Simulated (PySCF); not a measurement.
Computed shifts of a molecule C2H7NOSi, PBE/pcSseg-1 run with PySCF, GIAO, gas phase, atoms alike by connectivity averaged where their shifts nearly agree, in ppm (number of nuclei): ¹³C: 195.0 (1), 81.5 (1). ¹⁵N: 383.8 (1). ²⁹Si: -43.1 (1). ¹H: 9.31 (1), 5.39 (3), 4.91 (1), 4.70 (1), 0.99 (1). References: ¹⁷O against H2O (σ = 334.3 ppm); ¹³C against TMS (σ = 182.0 ppm); ¹⁵N against NH3 (σ = 267.0 ppm); ²⁹Si against TMS (σ = 335.4 ppm); ¹H against TMS (σ = 31.49 ppm), references at their B3LYP-D3(BJ)/def2-TZVP geometries, non-relativistic. Coordinates come from a PBE-D3(BJ)/def2-SVP optimisation. Other conformers were not sampled.

Task: Pick the molecule that these values belong to.
A) C=C[Si@@H](N)O
B) C=CO[SiH2]N
C) OC/C=N/[SiH3]
D) CO/C=N/[SiH3]

Result: C, OC/C=N/[SiH3]
